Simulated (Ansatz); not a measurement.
A nudged elastic band was laid between two geometries of C2H3AlCl2 (8 atoms, charge 0, multiplicity 1).

The calculation used Ansatz, RKS PBE-D4/def2-SVP.

- movable images: 5
- climbing image: yes
- spring: 5.0 eV/Å²
- optimiser: quadratic models (default)
- start path: through a guess of the saddle point
- force threshold: 0.03 eV/Å
- iteration limit: 60
- end points: relaxed

Initial state:

```xyz
8
Properties=species:S:1:pos:R:3
C 0.677 -0.068 1.299
C -0.055 -0.665 0.330
Al -0.547 0.291 -1.277
Cl -1.683 -0.584 -2.823
Cl 0.070 2.297 -1.514
H 0.971 -0.593 2.227
H 1.018 0.980 1.212
H -0.360 -1.716 0.489
```

Final state:

```xyz
8
Properties=species:S:1:pos:R:3
C 0.678 -0.068 1.299
C -0.057 -0.663 0.332
Al -0.547 0.292 -1.277
Cl -1.676 -0.588 -2.825
Cl 0.066 2.299 -1.513
H 1.025 0.978 1.212
H 0.972 -0.594 2.226
H -0.369 -1.713 0.489
```

Q: What changes between the two ends?

A: No bond is made or broken.  The two ends are copies of one structure, up to a mirror image or an exchange of like atoms.

Q: What energy profile does the band end with?

A: It did not converge within its limit. The highest image is number 5 of 0 to 6, 283.9 kJ/mol above the ends, which have the same energy within 2 meV. The band didn't meet its force threshold, so its energies are provisional: the largest band force was still 0.16 eV/Å, and over the last iterations the top stayed at 2.95 eV. Neighbouring images lie up to 1.7 Å apart, so the band is torn or far too coarse.

| image | path coordinate (Å) | energy (kJ/mol) |
| --- | --- | --- |
| 0 | 0.00 | 0.0 |
| 1 | 0.60 | 4.6 |
| 2 | 1.20 | 32.5 |
| 3 | 1.80 | 85.9 |
| 4 | 2.40 | 174.0 |
| 5 | 3.00 | 283.9 |
| 6 | 4.72 | 0.0 |

Time of the run: 6.5 min on 2 threads of Arm Neoverse V2 (shared host), peak memory 0.18 GiB.
